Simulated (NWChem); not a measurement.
System meant: C$_{3}$H$_{8}$N, doublet; SMILES CC[N]C

Here is an NWChem input.

```
start job
memory heap 200 mb stack 900 mb global 1100 mb
geometry units angstroms noautoz
  C      0.172822    -1.883805     0.034678
  C     -0.423141    -0.483470    -0.098636
  N      0.541423     0.539572     0.232598
  C     -0.009366     1.866723     0.116867
  H     -0.567243    -2.650823    -0.220396
  H      1.034763    -1.998971    -0.630662
  H      0.514385    -2.059487     1.060061
  H     -0.798232    -0.321742    -1.127400
  H     -1.313767    -0.381098     0.550555
  H      0.744396     2.616236     0.377211
  H     -0.882981     2.002433     0.779179
  H     -0.365088     2.068885    -0.909263
end
basis spherical
  * library def2-svp
end
dft
  odft
  mult 3
  xc b3lyp
  iterations 150
  mulliken
end
task dft energy
```

End of the output:

```
 Summary of "ao basis" -> "" (spherical)
 ------------------------------------------------------------------------------
       Tag                 Description            Shells   Functions and Types
 ---------------- ------------------------------  ------  ---------------------
 *                          def2-svp                  on all atoms

                                 NWChem DFT Module
                                 -----------------

 Summary of "ao basis" -> "ao basis" (spherical)
 ------------------------------------------------------------------------------
       Tag                 Description            Shells   Functions and Types
 ---------------- ------------------------------  ------  ---------------------
 C                          def2-svp                 6       14   3s2p1d
 N                          def2-svp                 6       14   3s2p1d
 H                          def2-svp                 3        5   2s1p

 Summary of "ao basis" -> "ao basis" (spherical)
 ------------------------------------------------------------------------------
       Tag                 Description            Shells   Functions and Types
 ---------------- ------------------------------  ------  ---------------------
 C                          def2-svp                 6       14   3s2p1d
 N                          def2-svp                 6       14   3s2p1d
 H                          def2-svp                 3        5   2s1p

  number of electrons :                   33
  multiplicity        :                    3
 ------------------------------------------------------------------------
  no. of electrons and multiplicity not compatible                  33
 ------------------------------------------------------------------------
 ------------------------------------------------------------------------
  current input line :
    27: task dft energy
 ------------------------------------------------------------------------
 ------------------------------------------------------------------------
 There is an error in the input file
 ------------------------------------------------------------------------
 For more information see the NWChem manual at https://nwchemgit.github.io

0: no. of electrons and multiplicity not compatible:Received an Error in Communication
```

Q: Can this run be used? If not, why, and what is the fix?

A: The program refused the input. Cause: the multiplicity doesn't fit the number of electrons (an even count wants an odd multiplicity, and the reverse). This input runs:
```
start job
memory heap 200 mb stack 900 mb global 1100 mb
geometry units angstroms noautoz
  C      0.172822    -1.883805     0.034678
  C     -0.423141    -0.483470    -0.098636
  N      0.541423     0.539572     0.232598
  C     -0.009366     1.866723     0.116867
  H     -0.567243    -2.650823    -0.220396
  H      1.034763    -1.998971    -0.630662
  H      0.514385    -2.059487     1.060061
  H     -0.798232    -0.321742    -1.127400
  H     -1.313767    -0.381098     0.550555
  H      0.744396     2.616236     0.377211
  H     -0.882981     2.002433     0.779179
  H     -0.365088     2.068885    -0.909263
end
basis spherical
  * library def2-svp
end
dft
  odft
  mult 2
  xc b3lyp
  iterations 150
  mulliken
end
task dft energy
```
It converges to -173.69608 Ha (B3LYP/def2-SVP, spin-unrestricted).
